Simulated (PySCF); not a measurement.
CH9GeN3, SMILES [NH2][Ge]([NH2])([NH2])[CH3].

Coordinates come from a PBE0-D3(BJ)/def2-SVP optimisation. The values are those of a single conformer.

Vertical ionisation energy (IE) and electron affinity (EA) in eV. Rows of orbital energies are one-electron estimates. Where ΔSCF, EOM or ADC give a negative EA the extra electron is unbound and the value depends on the basis.

```
level                                          IE     EA
-------------------------------------------  ----  -----
−ε(HOMO), −ε(LUMO), B3LYP/def2-TZVP (PySCF)  6.51  -0.16
−ε(HOMO), −ε(LUMO), PBE/def2-TZVP (PySCF)     [?]    [?]
```

Some entries are withheld; supply them. (The exact figures need the calculation; the answer reports its results.)


- −ε(HOMO), −ε(LUMO), PBE/def2-TZVP (PySCF), IE: 5.29
- −ε(HOMO), −ε(LUMO), PBE/def2-TZVP (PySCF), EA: 0.29
